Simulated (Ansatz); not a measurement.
The same group exchange along the group O, S, Se.

Computed with Ansatz on PBE0-D4/def2-TZVP structures; ΔE is electronic, products minus reactants. CCSD(T)/CBS adds triple-zeta CCSD(T) − MP2 to the extrapolated MP2 energy (def2 sets, frozen cores). DFT in def2-TZVPP. B3LYP here is the variant with VWN-RPA as its local correlation; programs differ in this. Elements past krypton have def2 core potentials. For In, Se, Sn outer-core shells are correlated without core-valence functions, which leaves a few kJ/mol of doubt a bond. Scalar relativity is left out up to krypton. Each species was taken in one conformer, which may not be the lowest.

```
                                                                               reaction  CCSD(T)/CBS(def2) (eV)
  `[OH][Sn]([F])([F])[F]` + `[Cl][InH][Cl]` → `[OH][In]([Cl])[Cl]` + `[F][SnH]([F])[F]`                   -0.09
  `[F][Sn]([F])([F])[SH]` + `[Cl][InH][Cl]` → `[SH][In]([Cl])[Cl]` + `[F][SnH]([F])[F]`                       ?
`[F][Sn]([F])([F])[SeH]` + `[Cl][InH][Cl]` → `[Cl][In]([Cl])[SeH]` + `[F][SnH]([F])[F]`                   -0.32
```

Task: Fill in the missing values. (An estimate is asked.)

Result: Ansatz gave: `[F][Sn]([F])([F])[SH]` + `[Cl][InH][Cl]` → `[SH][In]([Cl])[Cl]` + `[F][SnH]([F])[F]`: -0.29 eV.

Largest T1 diagnostic: 0.015, for `[OH][Sn]([F])([F])[F]`.
